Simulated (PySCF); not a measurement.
SiClBr, SMILES [Si](Cl)Br (connectivity only; charge and spin as stated), neutral, multiplicity 1. Atoms are numbered in the order given.

```xyz
3

Si     1.0208     0.6420     0.0000
Cl    -0.4798     2.0759     0.0000
Br    -0.1752    -1.2651     0.0000
```
Charge 0, spin multiplicity 1.

The structure is a stationary point at PBE0-D3(BJ)/def2-TZVP.

These are M06-2X/def2-TZVPD run with PySCF values and carry that method's errors.

Computed frontier levels, gap, dipole moment and polarisability:
```json
{
  "highest_occupied_level": "-8.67 eV",
  "lowest_empty_level": "-2.20 eV",
  "orbital_gap": "6.48 eV",
  "dipole_moment": "1.11 D",
  "quadrupole, principal values (traceless, Buckingham form, about the centre of nuclear charge)": "-3.43, 0.82, 2.61 D·Å",
  "mean_static_polarisability": "66.1 bohr³ (9.79 Å³)",
  "polarisability_principal_values": "50.5, 63.9, 83.8 bohr³"
}
```
